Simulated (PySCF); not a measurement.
Compound: C₄H₉NSi₂.
Atom-mapped SMILES: `[CH3:1][Si@H:2]1[CH2:3][Si@H:4]([C:5]#[N:6])[CH2:7]1` (hydrogens: H8, H9, H10 on C1; H11 on Si2; H12, H13 on C3; H14 on Si4; H15, H16 on C7)

Computed geometry: GFN2-xTB, gas phase.

**Question.** List the bond lengths, angles and torsions at this level.

**Answer.** 
```csv
bond,length (Å)
C1–Si2,1.895
"Si2–C3, Si2–C7",1.928
"C3–Si4, Si4–C7",1.915
Si4–C5,1.867
C5≡N6,1.146
"C1–H8, C1–H9, C1–H10",1.086
Si2–H11,1.467
"C3–H12, C7–H16",1.087
"C3–H13, C7–H15",1.087
Si4–H14,1.464
```

Bonds in one row agree within 0.01 Å and their mean is given. A selection of angles:
```csv
angle,degrees
Si2–C1–H8,111.5
H8–C1–H9,107.7
C1–Si2–C3,113.6
C1–Si2–H11,111.3
C3–Si2–C7,87.8
C3–Si2–H11,114.3
Si2–C3–Si4,91.8
Si2–C3–H12,114.5
Si2–C3–H13,115.1
Si4–C3–H12,114.3
Si4–C3–H13,114.5
H12–C3–H13,106.5
C3–Si4–C5,112.0
C3–Si4–C7,88.5
C3–Si4–H14,118.7
C5–Si4–H14,106.3
Si4–C5–N6,179.6
```

Torsions: C1–Si2–C3–Si4 113° (anticlinal); Si2–C3–Si4–C5 115° (anticlinal); C3–Si4–C7–Si2 -1° (synperiplanar); C1–Si2–C7–Si4 -114° (anticlinal).

Si4 (SiH silicon) has angles from 88.5° to 118.7°. The C–Si distances run from 1.867 Å (Si4–C5, drawn single) to 1.928 Å (Si2–C3, drawn single), a spread of 0.061 Å. Si2 (SiH silicon) has angles from 87.8° to 114.4°. The 4-membered ring Si2–C3–Si4–C7 has internal angles of 87.8° to 91.8°; it is almost planar, 0.01 Å rms from its mean plane, widest ring torsion 1°.

Point group: Cs (tolerance 0.08 Å). GFN2-xTB frequencies: not computed here.
